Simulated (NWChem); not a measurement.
Species: C₃H₃BF₂; SMILES C=C=CB(F)F

```xyz
9

C      0.2163     2.6839     0.0000
C     -0.3396     1.4947     0.0000
C     -0.8745     0.2818     0.0000
B      0.0044    -0.9955     0.0000
F     -0.5558    -2.2073     0.0000
F      1.3360    -0.9452     0.0000
H      0.4597     3.2006     0.9438
H      0.4597     3.2006    -0.9438
H     -1.9765     0.1862     0.0000
```
Atoms are numbered in this order, from 1.

Computed with NWChem. Medium grid unless said otherwise, to which SCAN and Minnesota functionals are sensitive. Coordinates come from a PBE-D3(BJ)/def2-SVP optimisation. B3LYP is NWChem's, with the RPA form of VWN correlation. Total energies of different functionals are on different scales.

| level | energy (Ha) | highest occupied level (eV) | orbital gap (eV) | dipole (D) |
|---|---|---|---|---|
| B3LYP/def2-SVP | -340.4826 | [?] | 6.28 | 2.17 |
| PBE/def2-SVP | -340.0957 | -6.75 | 4.55 | 2.03 |
| HCTH/407/def2-SVP | -340.4113 | -6.93 | 4.62 | 2.07 |
| OLYP/def2-SVP | -340.3763 | -6.60 | 4.58 | 2.01 |
| RPBE/def2-SVP | -340.4647 | -6.69 | 4.58 | 1.98 |
| M06-L/def2-SVP | -340.4329 | -7.01 | 5.01 | 2.12 |
| r2SCAN/def2-SVP | -340.3024 | -7.05 | 5.00 | 2.16 |
| BLYP/def2-SVP | -340.4006 | -6.55 | 4.55 | 2.01 |
| B3PW91/def2-SVP | -340.3462 | -7.82 | 6.30 | 2.18 |

### Question
Some entries are withheld; supply them.

### Answer

- B3LYP/def2-SVP, highest occupied level (eV): -7.75
